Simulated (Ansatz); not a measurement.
Steps of a relaxation of Cl2HSSi (`S[Si](Cl)Cl`) radical with UKS PBE0-D4/def2-TZVP.

```sh
$ ansatz run in.yaml --threads 4 --pin off --events-out ev --progress --plain --max-ram 10444MiB
```

```yaml
crystal:
  periodic: [false, false, false]
  atoms:
    - {symbol: S, position_ang: [0.543629, 1.207631, -0.871837]}
    - {symbol: Si, position_ang: [0.125068, -0.260792, 0.660657]}
    - {symbol: Cl, position_ang: [1.712830, -1.604370, 0.550714]}
    - {symbol: Cl, position_ang: [-1.681433, -1.258246, 0.301282]}
    - {symbol: H, position_ang: [-0.650195, 1.842077, -0.682216]}
basis:
  gaussian: {orbitals: def2-TZVP}
magnetization: {spin_polarized: true, initial_magnetization: 1}
hamiltonian: {xc: pbe0, dispersion: d4}
relax: {f_tol: 0.005, max_steps: 150}
```

Positions (Å) and forces (eV/Å) along the path, 6 of 6 steps:

```xyz
5
step=1 energy=-43763.3516 eV
S     0.544    1.208   -0.872   -0.529   -0.122    0.449
Si    0.125   -0.261    0.661    0.028   -0.293   -0.553
Cl    1.713   -1.604    0.551   -0.473    0.369    0.045
Cl   -1.681   -1.258    0.301    0.549    0.286    0.115
H    -0.650    1.842   -0.682    0.425   -0.241   -0.056
5
step=2 energy=-43763.3882 eV
S     0.540    1.198   -0.864   -0.211    0.008    0.128
Si    0.127   -0.254    0.645    0.004   -0.049   -0.141
Cl    1.681   -1.591    0.549   -0.046    0.050    0.023
Cl   -1.650   -1.243    0.299    0.081    0.060    0.026
H    -0.648    1.815   -0.669    0.171   -0.069   -0.036
5
step=3 energy=-43763.3896 eV
S     0.528    1.192   -0.863    0.030    0.021   -0.044
Si    0.128   -0.263    0.634   -0.032    0.044    0.049
Cl    1.685   -1.590    0.556    0.005   -0.001   -0.022
Cl   -1.648   -1.242    0.300   -0.018   -0.028   -0.007
H    -0.642    1.829   -0.669    0.015   -0.037    0.025
5
step=4 energy=-43763.3901 eV
S     0.533    1.193   -0.866   -0.004   -0.004    0.001
Si    0.125   -0.258    0.635    0.001    0.014    0.006
Cl    1.682   -1.584    0.553    0.008   -0.012    0.000
Cl   -1.649   -1.241    0.299   -0.005   -0.008   -0.003
H    -0.641    1.817   -0.663    0.000    0.010   -0.004
5
step=5 energy=-43763.3902 eV
S     0.530    1.188   -0.870    0.007    0.002    0.003
Si    0.123   -0.258    0.636   -0.002    0.006   -0.009
Cl    1.682   -1.583    0.554    0.003   -0.006    0.002
Cl   -1.649   -1.245    0.298   -0.003   -0.007    0.005
H    -0.637    1.823   -0.660   -0.005    0.006   -0.002
5
step=6 energy=-43763.3902 eV
S     0.530    1.189   -0.870    0.001   -0.002    0.002
Si    0.123   -0.258    0.635   -0.003   -0.001   -0.004
Cl    1.681   -1.584    0.555   -0.001    0.002    0.000
Cl   -1.648   -1.248    0.300    0.002    0.001    0.002
H    -0.636    1.827   -0.660    0.000    0.000    0.000
```

Run time 23 s (4 threads of an Arm Neoverse V1 on a shared host); peak host memory 0.54 GiB.
